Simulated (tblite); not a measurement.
Species: C6H13P.
Cartesian coordinates in Å at the GFN2-xTB level; atoms count from 1:
```
atom  x, y, z in Å
C1     2.660   -0.249   -0.360
P2     0.939   -0.426   -1.019
C3     0.280    1.248   -0.545
C4    -1.244    1.215   -0.516
C5    -1.773    0.297    0.583
C6    -1.345   -1.155    0.382
C7     0.171   -1.311    0.426
H8     3.217    0.427   -1.006
H9     2.662    0.136    0.659
H10    3.147   -1.223   -0.381
H11    0.672    1.541    0.435
H12    0.627    1.977   -1.283
H13   -1.628    2.227   -0.354
H14   -1.615    0.869   -1.484
H15   -1.409    0.649    1.553
H16   -2.864    0.349    0.599
H17   -1.716   -1.509   -0.583
H18   -1.798   -1.773    1.162
H19    0.568   -0.909    1.364
H20    0.442   -2.369    0.365
```

Calculated harmonic vibrations of the isolated species, GFN2-xTB (tblite), most abundant isotopes, no scaling. Against measured fundamentals such values can be off by several per cent, at times by over 20. One conformer, not necessarily the lowest.

Harmonic wavenumbers (cm⁻¹): 131.5, 159.2, 189.8, 230.8, 284.9, 312.9, 356.1, 374.4, 500.1, 670.8, 694.3, 736.9, 774.2, 826.0, 861.8, 877.0, 886.5, 913.2, 935.7, 982.3, 1035.2, 1051.2, 1084.6, 1135.4, 1152.7, 1186.9, 1217.9, 1242.1, 1269.2, 1280.7, 1319.5, 1341.7, 1352.0, 1356.3, 1440.7, 1446.7, 1448.3, 1459.4, 1481.0, 1486.1, 1497.5, 2918.1, 2923.8, 2945.8, 2947.0, 2951.1, 2952.2, 2955.8, 2967.5, 2972.0, 2976.4, 2983.3, 3009.1, 3012.7.

A = 3576, B = 1764, C = 1369 MHz; mass 116.075 u (most abundant isotopes); point group Cs, symmetry number 1.

Problem. What is the zero-point energy?

Solution. ½Σν̃ = 38749 cm⁻¹ = 463.55 kJ/mol.

Problem. What is S at 350 K and 1 bar for an ideal gas of classical rigid rotors and harmonic oscillators?

Solution. Translation 171.48, rotation 119.20, vibration 94.75: S = 385.4 J/(mol K).

Problem. And Cp and H(350 K) − H(0)?

Solution. Cp = 162.88 J/(mol K), of which vibrations give 129.63 (their classical limit is 54 R = 449.0); H(350 K) − H(0) = 31.52 kJ/mol without the zero-point energy, 19.88 from vibrations.

Problem. What must be added to the electronic energy to get the Gibbs energy at 350 K and 1 bar?

Solution. ZPE + [H(350 K) − H(0)] − T·S = 463.55 + 31.52 − 134.90 = 360.17 kJ/mol.

Problem. How do the functions run with temperature in this model?

Solution. 
| T (K) | S (J/(mol K)) | Cp (J/(mol K)) | H − H(0) (kJ/mol) | G − H(0) (kJ/mol) | ln q(vib) |
| --- | --- | --- | --- | --- | --- |
| 100 | 261.5 | 60.4 | 4.23 | -21.92 | 0.41 |
| 200 | 314.8 | 97.4 | 12.13 | -50.83 | 1.85 |
| 300 | 362.1 | 140.1 | 23.94 | -84.69 | 3.61 |
| 500 | 454.3 | 224.9 | 60.77 | -166.39 | 7.64 |
| 800 | 580.2 | 310.2 | 142.13 | -322.05 | 14.15 |
| 1000 | 653.7 | 347.9 | 208.14 | -445.57 | 18.43 |

q(vib) and H(0) count from the zero-point level.

Hindered rotation and anharmonicity are outside this model. Other conformers, if any are populated, would add a mixing term that is left out.
